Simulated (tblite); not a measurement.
Species: C₄H₁₁PSi.
Atom-mapped SMILES: `[CH3:1][C@@H:2]1[PH:3][CH2:4][C@@H:5]1[SiH3:6]` (hydrogens: H7, H8, H9 on C1; H10 on C2; H11 on P3; H12, H13 on C4; H14 on C5; H15, H16, H17 on Si6)

Computed with GFN2-xTB (tblite), gas phase: L-BFGS steps from a force-field or distance-geometry start until the largest atomic force falls under 0.01 eV/Å.

Step 10: E = -500.3711 eV
```
atom  x, y, z in Å  |  force x, y, z in eV/Å
C1     -1.4864   -1.1090    0.0173    0.105   0.054   0.047
C2     -0.8230    0.0600    0.7543   -0.020   0.060  -0.029
P3     -1.5332    1.6568    0.0335   -0.023   0.136   0.031
C4      0.0268    1.2782   -0.9387   -0.111   0.016  -0.016
C5      0.5733    0.4657    0.2396   -0.031  -0.061  -0.026
Si6     1.8958   -0.8692   -0.0294    0.063  -0.116  -0.049
H7     -2.1164   -1.6810    0.6933   -0.004  -0.012   0.007
H8     -2.1202   -0.7376   -0.7904    0.028  -0.096  -0.026
H9     -0.7410   -1.7734   -0.4139   -0.003  -0.071   0.025
H10    -0.8645   -0.0897    1.8325   -0.084   0.071   0.072
H11    -0.8780    2.5043    0.9503   -0.017   0.007   0.000
H12     0.6253    2.0996   -1.3258   -0.002   0.069   0.071
H13    -0.2689    0.6299   -1.7669    0.134   0.019  -0.050
H14     0.9932    1.1761    0.9652   -0.082  -0.009  -0.006
H15     1.5220   -2.0485    0.7509    0.038  -0.042   0.007
H16     3.1680   -0.3430    0.4646    0.044  -0.010  -0.024
H17     2.0200   -1.2071   -1.4462   -0.036  -0.015  -0.035
```

Step 11: E = -500.3746 eV
```
atom  x, y, z in Å  |  force x, y, z in eV/Å
C1     -1.4848   -1.1093    0.0191    0.047   0.021   0.036
C2     -0.8245    0.0618    0.7536   -0.038   0.054   0.026
P3     -1.5369    1.6587    0.0299    0.063   0.091   0.063
C4      0.0258    1.2782   -0.9395   -0.073   0.061   0.003
C5      0.5735    0.4647    0.2398   -0.066  -0.033  -0.031
Si6     1.8977   -0.8720   -0.0306   -0.013  -0.041  -0.035
H7     -2.1181   -1.6823    0.6932    0.030   0.013  -0.004
H8     -2.1196   -0.7403   -0.7906    0.062  -0.108  -0.011
H9     -0.7369   -1.7739   -0.4084   -0.022  -0.061   0.023
H10    -0.8701   -0.0824    1.8345   -0.073   0.068   0.007
H11    -0.8746    2.4999    0.9480   -0.043   0.020  -0.009
H12     0.6230    2.1054   -1.3201   -0.017   0.028   0.071
H13    -0.2673    0.6346   -1.7723    0.144   0.012  -0.033
H14     0.9918    1.1744    0.9688   -0.081  -0.026  -0.050
H15     1.5275   -2.0493    0.7483    0.018  -0.090   0.041
H16     3.1681   -0.3474    0.4611    0.092   0.015  -0.005
H17     2.0183   -1.2088   -1.4448   -0.030  -0.027  -0.093
```

Step 12: E = -500.3788 eV
```
atom  x, y, z in Å  |  force x, y, z in eV/Å
C1     -1.4821   -1.1092    0.0217   -0.027  -0.029   0.016
C2     -0.8270    0.0650    0.7533   -0.056   0.030   0.069
P3     -1.5401    1.6627    0.0271    0.110   0.015   0.065
C4      0.0233    1.2794   -0.9404   -0.001   0.085   0.022
C5      0.5726    0.4629    0.2394   -0.087   0.006  -0.028
Si6     1.8997   -0.8760   -0.0326   -0.083   0.045  -0.009
H7     -2.1194   -1.6834    0.6931    0.059   0.036  -0.003
H8     -2.1175   -0.7457   -0.7911    0.091  -0.104  -0.001
H9     -0.7328   -1.7758   -0.4017   -0.031  -0.037   0.031
H10    -0.8778   -0.0729    1.8371   -0.055   0.061  -0.058
H11    -0.8717    2.4959    0.9458   -0.049   0.050   0.000
H12     0.6201    2.1125   -1.3123   -0.028  -0.007   0.067
H13    -0.2624    0.6400   -1.7792    0.134   0.016  -0.010
H14     0.9885    1.1720    0.9717   -0.063  -0.039  -0.088
H15     1.5339   -2.0521    0.7464    0.004  -0.121   0.062
H16     3.1698   -0.3520    0.4570    0.109   0.029   0.000
H17     2.0158   -1.2112   -1.4451   -0.025  -0.036  -0.135
```

Step 13: E = -500.3838 eV
```
atom  x, y, z in Å  |  force x, y, z in eV/Å
C1     -1.4788   -1.1095    0.0253   -0.093  -0.077  -0.005
C2     -0.8311    0.0695    0.7536   -0.066  -0.012   0.079
P3     -1.5422    1.6681    0.0248    0.101  -0.070   0.038
C4      0.0201    1.2816   -0.9412    0.085   0.083   0.034
C5      0.5697    0.4606    0.2383   -0.086   0.038  -0.017
Si6     1.9008   -0.8804   -0.0353   -0.125   0.108   0.016
H7     -2.1198   -1.6841    0.6931    0.067   0.044   0.020
H8     -2.1133   -0.7547   -0.7921    0.104  -0.081  -0.007
H9     -0.7282   -1.7793   -0.3927   -0.029  -0.005   0.045
H10    -0.8887   -0.0595    1.8395   -0.031   0.041  -0.101
H11    -0.8689    2.4928    0.9437   -0.037   0.086   0.022
H12     0.6159    2.1215   -1.3008   -0.021  -0.026   0.050
H13    -0.2533    0.6471   -1.7882    0.106   0.032   0.023
H14     0.9830    1.1684    0.9738   -0.027  -0.037  -0.109
H15     1.5421   -2.0578    0.7450   -0.004  -0.116   0.061
H16     3.1737   -0.3572    0.4517    0.082   0.029  -0.010
H17     2.0121   -1.2150   -1.4482   -0.024  -0.035  -0.139
```

**Question.** Estimate the geometry and energy of step 14. (The exact step hangs on the optimiser's Hessian estimate; all steps are aligned on step 13, rigid shifts and turns removed.)

**Answer.** E = -500.3886 eV, largest force 0.157 eV/Å
```
atom  x, y, z in Å  |  force x, y, z in eV/Å
C1     -1.4761   -1.1109    0.0290   -0.112  -0.094  -0.013
C2     -0.8365    0.0736    0.7542   -0.057  -0.051   0.041
P3     -1.5425    1.6725    0.0232    0.040  -0.115  -0.005
C4      0.0179    1.2846   -0.9417    0.133   0.054   0.036
C5      0.5652    0.4587    0.2370   -0.057   0.039  -0.001
Si6     1.8997   -0.8833   -0.0381   -0.114   0.105   0.024
H7     -2.1193   -1.6841    0.6939    0.042   0.026   0.060
H8     -2.1073   -0.7655   -0.7935    0.089  -0.047  -0.032
H9     -0.7241   -1.7834   -0.3826   -0.014   0.016   0.058
H10    -0.9006   -0.0449    1.8407   -0.010   0.008  -0.099
H11    -0.8668    2.4919    0.9426   -0.023   0.105   0.037
H12     0.6113    2.1306   -1.2879    0.013  -0.016   0.024
H13    -0.2415    0.6549   -1.7973    0.071   0.051   0.055
H14     0.9766    1.1643    0.9740    0.016  -0.015  -0.097
H15     1.5506   -2.0655    0.7447   -0.003  -0.066   0.033
H16     3.1789   -0.3622    0.4458    0.015   0.018  -0.034
H17     2.0076   -1.2194   -1.4537   -0.031  -0.020  -0.088
```

The energy changes by -0.0048 eV. The first-order estimate −F·Δx gives -0.0068 eV and the mean of the old and new forces, exact on a quadratic surface, -0.0049 eV. The step makes an angle of 69° with the force vector and moves no atom by more than 0.019 Å.

What follows is the cost of the whole relaxation. On one thread, Arm Neoverse V1 (aarch64) (shared host), this took 0.73 s.
